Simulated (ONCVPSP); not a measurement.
## Plane-wave convergence, ONCV potential for silicon (Si)

ONCVPSP 4.0.1 input, shortened (lines: element, Z, core and valence counts, functional; n l f; lmax; l rc ep ncon nbas qcut; lloc lpopt rc5 dvloc0; l nproj debl; icmod fcfact rcfact), LDA (Perdew-Wang 92), scalar-relativistic:

```
  Si 14.00    1    4  -001012      upf
    1    0    2.00
    2    0    2.00
    2    1    6.00
    3    0    2.00
    3    1    1.75
    2
    0    1.15    0.00    3    7    9.50
    1    0.75    0.00    4    7   22.90
    2    0.90    0.04    5    8   11.20
    4    3    0.55    0.00
    0    2    1.30
    1    2    4.00
    2    2    0.50
    0    0.00    0.00
```

Q: For each optimised wave give the share of its norm inside rc, the residual kinetic energy above qcut (Ha) and the cutoffs (Ha) for errors of 10, 1, 0.1 and 0.01 mHa per electron.

A:

| wave | norm inside rc | residual KE | 10 mHa | 1 mHa | 0.1 mHa | 0.01 mHa |
| --- | --- | --- | --- | --- | --- | --- |
| 2s | 0.974 | 1.4e-06 | 23.6 | 30.6 | 36.2 | 41.2 |
| 3s | 0.083 | 3.6e-07 | 17.6 | 25.1 | 31.5 | 36.5 |
| 2p | 0.809 | 1.9e-08 | 131.7 | 162.8 | 188.8 | 210.5 |
| 3p | 0.025 | 1.3e-09 | 90.8 | 130.6 | 164.5 | 193.1 |
| d projector 1 | 0.003 | 6.3e-06 | 4.7 | 17.2 | 37.7 | 58.6 |
| d projector 2 | 0.015 | 3.5e-05 | 14.1 | 33.9 | 54.5 | 73.3 |

The occupied waves need 163 Ha and 189 Ha for 1 and 0.1 mHa. Rows with under 1 % of the norm inside rc give no meaningful cutoff.
